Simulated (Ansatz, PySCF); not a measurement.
Caution: the highest occupied level lies above zero, so the state may not be bound. This triplet is an excited state, 1.53 eV above the relaxed singlet at the level frozen-core CCSD(T)/aug-cc-pVDZ // PBE0-D3(BJ)/def2-TZVPD (Ansatz, a first-principles code).

Cartesian coordinates (Å):
```xyz
5

N      2.5453    -0.4466     0.0125
C      1.4846     0.0330     0.0471
Al    -0.2704     0.9189     0.1093
O     -1.6848    -0.1127     0.3294
H     -2.0748    -0.3925    -0.4983
```
Charge -1, spin multiplicity 3.

Question: Estimate the total energy and highest occupied spin orbital that PBE-D3(BJ)/def2-TZVPD // PBE0-D3(BJ)/def2-TZVPD in PySCF 2.14.0 returns for this input.

Answer: 
- total energy = -11181.37 eV
- highest occupied spin orbital = 1.60 eV
